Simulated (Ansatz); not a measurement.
Consider the atomization: `[F][Al]1[CH]=[N]1` → Al• + C• + F• + H• + N•.

Program: Ansatz. Geometries: PBE0-D4/def2-TZVP. ΔE: electronic, gas phase. CCSD(T)/CBS is the MP2 limit (def2-TZVPP, def2-QZVPP) plus CCSD(T) − MP2 in def2-TZVPP, frozen cores. This one scheme is used for every species, atoms too. Functionals use def2-TZVPP. HSE06 is defined as in plane-wave codes. Open shells (•) are unrestricted, without spin–orbit coupling. Spin–orbit coupling would lower the free atoms: a little for Al, C, F.

| level | ΔE (eV) |
| --- | --- |
| LDA (SPW92) | 23.25 |
| BLYP-D4 | 19.99 |
| r2SCAN-D4 | 19.78 |
| HSE06-D4 | 19.70 |
| B2PLYP | 19.57 |
| PBE0 | 19.61 |
| LC-ωPBE | 19.80 |
| MP2/CBS(def2) | 20.71 |

(1) What does CCSD(T)/CBS give? (Best estimate.)

(2) What do rigid-rotor, harmonic-oscillator terms from PBE0-D4/def2-TZVP frequencies (298.15 K, 1 bar) make of the CCSD(T)/CBS value? (Estimate.)

Largest T1 diagnostic among the species: 0.018.

## Answers

(1) Ansatz gave: +19.76 eV. The listed levels differ from it by 3.49, 0.23, 0.02, -0.06, -0.19, -0.15, 0.04, 0.95 eV.

(2) Computed: ΔZPE = -0.57 eV, ΔH = +19.36 eV, ΔS = 466 J/(mol·K), ΔG = +17.93 eV. Open shells count their whole term as degenerate.

From PBE to PBE0 (25 % exact exchange), in def2-TZVPP and without D4, ΔE moves by −0.86 eV: exact exchange takes away binding that semilocal exchange gives to molecules. The D4 term adds +0.14 eV with B3LYP and +0.07 eV with PBE0; it sums over pairs of atoms, weighted by their polarisabilities, and B3LYP, whose exchange is more repulsive, gets the larger term. In def2-TZVPP, CCSD(T) changes the Hartree–Fock value by +6.38 eV (the triples alone add +0.55 eV) and MP2 by +7.34 eV; breaking electron pairs costs correlation energy, which Hartree–Fock lacks.

B3LYP here is the variant with VWN-RPA as its local correlation; programs differ in this.

For atomizations the MP2-based limit and the directly extrapolated one differ by several kJ/mol either way, and by 10 to 25 for some Ge, Se and Sn compounds, so smaller differences from it don't rank the levels.
